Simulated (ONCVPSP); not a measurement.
Transferability test, ONCV potential for antimony (Sb)

```json
{
 "Element": "antimony",
 "Generator": "ONCVPSP 4.0.1",
 "Type": "optimised norm-conserving Vanderbilt (ONCV)",
 "Functional": "PBE",
 "Relativity": "scalar-relativistic",
 "Frozen core": "[Kr]",
 "Valence charge": "15",
 "Reference configuration": "4d10 5s2 5p3",
 "Partial waves": "5s: rc 2.00 bohr, ncon 3, nbas 8, qcut 2.9 1/bohr, 2 projectors, debl 3.2 Ha; 5p: rc 2.20 bohr, ncon 4, nbas 9, qcut 3.1 1/bohr, 2 projectors, debl 3.3 Ha; 4d: rc 1.20 bohr, ncon 5, nbas 10, qcut 11.3 1/bohr, 2 projectors, debl 1.3 Ha",
 "Local potential": "polynomial inside 1.10 bohr (lpopt 5, dvloc0 2 Ha)",
 "Core correction": "Teter function, fcfact 1.75, rcfact 1.45"
}
```

Energies are relative to the spin-unpolarised reference configuration 4d10 5s2 5p3; without spin polarisation the order of configurations can differ from experiment.

```csv
valence configuration,charge,ΔE all-electron (eV),error AE − PS (meV)
4d10 5s2 5p2,+1,8.317,-1.9
4d10 5s2 5p0,+3,48.699,-8.3
```

(1) What are ΔE and the potential's error for 4d10 5s2 5p1?

(2) What are ΔE and the potential's error for 4d10 5s1 5p4?

Note: ghosts flagged at negative energy: s at -62.7 eV; GHOST(+) flagged for p at 50.2 eV. A true bound ghost makes a file unfit for plane-wave use.

Answers

(1) ΔE = 24.286 eV all-electron; the error (AE − PS) is -5.6 meV.

(2) ΔE = 8.112 eV all-electron; the error (AE − PS) is -2.7 meV.
